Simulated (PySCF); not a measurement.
From one molecule to another.

First species: C7H9F5.
SMILES: `C/C(=C\CF)C[C@@H](F)C(F)(F)F`

Second species: C₆H₄ClFOS.
Z-matrix (Å and degrees, GFN2-xTB geometry), rows numbered from 1:
```
C 
C   1  1.4835
C   2  1.4141  1  124.94
Cl  3  1.7170  2  123.45  1     0.09
C   3  1.3677  2  113.86  1  -179.94
S   5  1.7033  3  112.39  2     0.04
C   2  1.3843  1  124.68  3  -179.93
C   7  1.4379  2  125.94  1    -0.06
O   8  1.1870  7  129.35  2    -0.07
F   8  1.3712  7  111.45  2   179.95
H   1  1.0887  2  110.17  3  -120.99
H   1  1.0887  2  110.16  3   121.42
H   1  1.0862  2  110.35  3     0.16
H   5  1.0719  3  127.30  2   179.95
```

Levels: PBE0/pcSseg-1 for dipole moment, HOMO energy, LUMO energy and HOMO–LUMO gap; GFN2-xTB for rotational constant A and rotational constant C. Geometries: GFN2-xTB. Each species is one conformer at its optimised geometry, gas phase, non-relativistic unless stated. Electronic properties by PySCF.

The conformers computed, where there is a choice (atom-mapped SMILES and torsion angles):
- `[CH3:1]/[C:2](=[CH:3]\[CH2:4][F:5])[CH2:6][C@@H:7]([F:8])[C:9]([F:10])([F:11])[F:12]`: C2–C3–C4–F5 -177°, C1–C2–C6–C7 -85°, C2–C6–C7–F8 67°, C6–C7–C9–F10 65°
- `[CH3:1][c:2]1[c:3]([Cl:4])[cH:5][s:6][c:7]1[C:8](=[O:9])[F:10]`: S6–C7–C8–O9 180°

```
             property   column X   column Y
        dipole moment     2.92 D     1.74 D
          HOMO energy   -7.63 eV   -7.44 eV
          LUMO energy   -2.33 eV   -0.15 eV
        HOMO–LUMO gap    5.30 eV    7.29 eV
rotational constant A  1.871 GHz  1.743 GHz
rotational constant C  0.500 GHz  0.348 GHz
```

Question: Which column belongs to which species?

Answer: Column X is the second species and column Y the first. The first has 21 atoms and 96 electrons, the second 14 and 90.

Question: How does each property change from the first species to the second?

Answer: dipole moment +1.18 D; HOMO energy -0.19 eV; LUMO energy -2.18 eV; HOMO–LUMO gap -1.99 eV; rotational constant A +0.128 GHz; rotational constant C +0.152 GHz.

On the first: A dipole of 1.74 D is allowed in C1, and pure rotational transitions are dipole-allowed. The dipole matches unit charges of opposite sign 0.36 Å apart (1 e·Å = 4.8032 D).

On the second: The dipole matches unit charges of opposite sign 0.61 Å apart (1 e·Å = 4.8032 D). GFN2-xTB frequencies show an imaginary mode (45i cm⁻¹), so this geometry is no minimum at that level.
